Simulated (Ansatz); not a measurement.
System: N-dimethylboranylmethanamine, C$_{3}$H$_{10}$BN (charge 0, singlet). 
Geometry from a B3LYP-D3(BJ)/def2-TZVP (Ansatz, a program for electronic structure) optimisation:
SMILES: CNB(C)C
```xyz
15

C      1.6089    -1.1548     0.5939
N      0.9805    -0.0611    -0.1237
B     -0.3732     0.2964    -0.1719
C     -0.7904     1.5639    -1.0203
C     -1.4710    -0.5258     0.6212
H      2.3315    -0.7888     1.3293
H      2.1331    -1.8334    -0.0854
H      0.8543    -1.7287     1.1266
H      1.6365     0.5092    -0.6359
H     -1.3487     2.2761    -0.4037
H      0.0481     2.1013    -1.4718
H     -1.4723     1.2752    -1.8273
H     -1.3024    -1.6054     0.6248
H     -2.4740    -0.3484     0.2282
H     -1.4885    -0.2108     1.6713
```

Basis-set convergence of Hartree-Fock and CCSD(T) correlation energies (hartree) with Ansatz. Valence correlation only, unless marked. No spin-orbit coupling. Non-relativistic.

```json
[
 {"basis": "aug-cc-pVDZ", "functions": "205", "E(HF)": "-198.63746", "E(corr, CCSD(T))": "-0.81262"},
 {"basis": "aug-cc-pVTZ", "functions": "460", "E(HF)": "___", "E(corr, CCSD(T))": "___"}
]
```

Task: What belongs in the gaps?

Result: 
- aug-cc-pVTZ, E(HF): -198.68902
- aug-cc-pVTZ, E(corr, CCSD(T)): -0.95297
